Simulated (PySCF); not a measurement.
Bonding in `C=C(CC)C(=C)CCC`

Compound: C9H16.
Atom-mapped SMILES: `[CH2:1]=[C:2]([CH2:3][CH3:4])[C:5](=[CH2:6])[CH2:7][CH2:8][CH3:9]` (hydrogens: H10, H11 on C1; H12, H13 on C3; H14, H15, H16 on C4; H17, H18 on C6; H19, H20 on C7; H21, H22 on C8; H23, H24, H25 on C9)

Geometry (GFN2-xTB, Å), atoms numbered from 1 in this order:
```
atom  x, y, z in Å
C1    -0.7979    0.3654   -2.1573
C2    -1.0383    0.0258   -0.8932
C3    -2.1228    0.7364   -0.1237
C4    -1.5569    1.5369    1.0482
C5    -0.2710   -1.0211   -0.1956
C6    -0.7870   -1.7382    0.8000
C7     1.1484   -1.2638   -0.6398
C8     2.0552   -0.0561   -0.3804
C9     2.2595    0.1879    1.1091
H10   -1.3743    1.1322   -2.6481
H11   -0.0474   -0.1101   -2.7634
H12   -2.8505    0.0135    0.2503
H13   -2.6503    1.4138   -0.7978
H14   -2.3531    2.0746    1.5583
H15   -0.8257    2.2598    0.6924
H16   -1.0712    0.8779    1.7639
H17   -1.7986   -1.6233    1.1477
H18   -0.2088   -2.4998    1.2967
H19    1.1619   -1.4997   -1.7057
H20    1.5482   -2.1286   -0.1068
H21    1.6146    0.8305   -0.8400
H22    3.0244   -0.2333   -0.8527
H23    2.7252   -0.6775    1.5765
H24    2.8993    1.0523    1.2716
H25    1.3063    0.3684    1.5990
```

Bond orders from the PBE0/pcSseg-1 density (PySCF). The structure is a single GFN2-xTB conformer in the gas phase; no vibrational or solvent corrections.

Q: Where do the orders between heavy atoms depart from those drawn in the SMILES?

A: The largest departure is 0.060, at C5–C7 (drawn single, 1.060) and C2–C3 (drawn single, 1.059).

Q: Set the Mayer orders of the bonds between heavy atoms beside their lengths.

A: 
| bond | drawn as | length (Å) | Mayer order |
| --- | --- | --- | --- |
| C1–C2 | double | 1.331 | 1.967 |
| C2–C3 | single | 1.508 | 1.059 |
| C3–C4 | single | 1.528 | 1.046 |
| C2–C5 | single | 1.474 | 0.997 |
| C5–C6 | double | 1.331 | 1.961 |
| C5–C7 | single | 1.507 | 1.060 |
| C7–C8 | single | 1.532 | 1.030 |
| C8–C9 | single | 1.523 | 1.056 |

By pair of heavy elements: C–C: lowest C2–C5 (0.997, 1.474 Å), highest C1–C2 (1.967, 1.331 Å); in 5 of the 28 pairs the longer bond (by over 0.003 Å) has the higher order (by 0.02 or more).

Q: And the bonds to hydrogen?

A: C–H: 0.93 to 0.97 (16 bonds).

Q: Sum the orders of all bonds at each heavy atom with more than one neighbour and set the sums beside the valence in the SMILES.

A: C1 3.834 (drawn 4), C2 4.023 (drawn 4), C3 3.975 (drawn 4), C4 3.936 (drawn 4), C5 4.018 (drawn 4), C6 3.829 (drawn 4), C7 3.961 (drawn 4), C8 3.987 (drawn 4), C9 3.948 (drawn 4). Orders between atoms that aren't bonded are not in these sums.

Mayer orders depend on the basis set.
